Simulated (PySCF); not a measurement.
Tl⁻ (thallium, charge -1): PBE0 calculation

Configuration: [Xe] 4f14 5d10 6s2 6p2, high-spin 3P determinant. Computed with PySCF 2.14 in aug-cc-pVTZ-PP with one added diffuse shell each of d, f type with ECP60MDF (6s5p5d3f, 67 functions), with scalar relativity through the core potential.

```
Total energy                                                  : -172.5137 hartree
One-electron energy                                           : -305.2476 hartree
Hartree (Coulomb) energy                                      : 147.7653 hartree
Exchange-correlation energy                                   : -15.0314 hartree
⟨S²⟩                                                          : 2.0024
⟨L²⟩                                                          : 2.008
Sum of ⟨r⟩                                                    : 37.51 bohr
Sum of ⟨r²⟩                                                   : 115.4 bohr²
Traceless quadrupole moment −½Σ⟨3z² − r²⟩ along its main axis : 14.4 e·bohr²
```

| shell | electrons | mean orbital energy (hartree) | spread (hartree) | rms radius, mean of both spins (bohr) |
| --- | --- | --- | --- | --- |
| 5s α | 1 | -4.86594 | 0 | 0.945 |
| 5s β | 1 | -4.86515 | 0 | 0.945 |
| 5p α | 3 | -2.82889 | 0.00648 | 1.08 |
| 5p β | 3 | -2.82849 | 0.00826 | 1.08 |
| 5d α | 5 | -0.46850 | 0.00828 | 1.51 |
| 5d β | 5 | -0.46478 | 0.01190 | 1.51 |
| 6s α | 1 | -0.22389 | 0 | 2.75 |
| 6s β | 1 | -0.19089 | 0 | 2.75 |
| 6p α | 2 | 0.02870 | 0 | 5.85 |

Energies and moments cover only the electrons outside the core potential. Spin-orbit coupling is strong in this species (close to jj coupling), so the high-spin LS determinant is a model state, not a physical level. At PBE0 the highest occupied level has a positive energy, so only the finite basis holds that electron; in a semilocal or global hybrid functional this comes from self-interaction and does not mean that the real anion is unbound.
